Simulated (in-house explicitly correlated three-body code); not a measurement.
Results of a calculation; reference values are marked as such.
# Two electrons around a charge Z: highest levels of functionals against the exact one

The exact non-relativistic ground state comes from a variational code in 260 exponentially correlated functions, the Kohn-Sham parts from inverting its density (past Z = 6 the correlation energy is taken as exact minus Hartree-Fock, equal to within microhartrees), and self-consistent runs (Hartree-Fock is restricted) from a B-spline radial code. Z may be fractional; the second electron is bound down to Z = 0.911.

The exact Kohn-Sham level equals minus the binding energy. «Unbound» marks a run whose level isn't bound or that didn't converge.

```csv
Z,exact (eV),Hartree-Fock (eV),M06-L (eV),AM05 (eV),B3LYP VWN-RPA (eV),wB97X (eV)
2.28,-36.15,-36.52,-26.58,-25.07,-28.17,-31.01
2.76,-60.91,-61.26,-48.68,-46.54,-50.53,-53.26
3.64,-122.6,-122.9,-105.5,-102.1,-107.8,-110.3
4.7,?,?,?,?,?,?
5.8,?,?,?,?,?,?
7.1,-569.4,-569.7,-533,-524.7,-537,-539.1
9.3,-1023,-1023,-974.2,-962.7,-979.2,-981.2
11.8,-1698,-1698,-1635,-1620,-1642,-1643
```

(1) What belongs in the row Z = 5.8?

(2) What belongs in the row Z = 4.7?

(3) Why do the levels of the functionals lie above the exact one?

## Answers

(1) exact (eV): -363.3; Hartree-Fock (eV): -363.6; M06-L (eV): -334.1; AM05 (eV): -327.8; B3LYP VWN-RPA (eV): -337.5; wB97X (eV): -339.8.

(2) exact (eV): -224.9; Hartree-Fock (eV): -225.2; M06-L (eV): -201.8; AM05 (eV): -197; B3LYP VWN-RPA (eV): -204.7; wB97X (eV): -207.1.

(3) Semilocal exchange-correlation potentials fall off faster than the exact −1/r, since they don't cancel the electron's repulsion by itself; hybrids restore a share of the tail, and range-separated ones all of it at long range. Hartree-Fock has the tail but lacks relaxation and correlation.
